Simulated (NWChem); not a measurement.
Molecule: fluoroethane (C2H5F); SMILES CCF

All runs: NWChem. Pople sets run with spherical d functions. All runs use the structure optimised with B3LYP/6-31G* (spherical d). Vertical excitations in the gas phase; the lowest state need not have the same character in each row.

For level LRC-wPBEh/6-31+G*, full TDDFT:

```yaml
lowest excitation, singlet (eV): 8.87
lowest state with f > 0.02, singlet (eV): 9.61
orbital gap (eV): 13.29
```

Problem. Estimate the same quantities for level BHandHLYP/6-31+G*, full TDDFT.

Solution. 
| Property | Result |
|---|---|
| lowest excitation, singlet (eV) | 9.42 |
| lowest state with f > 0.02, singlet (eV) | 10.16 |
| orbital gap (eV) | 12.13 |
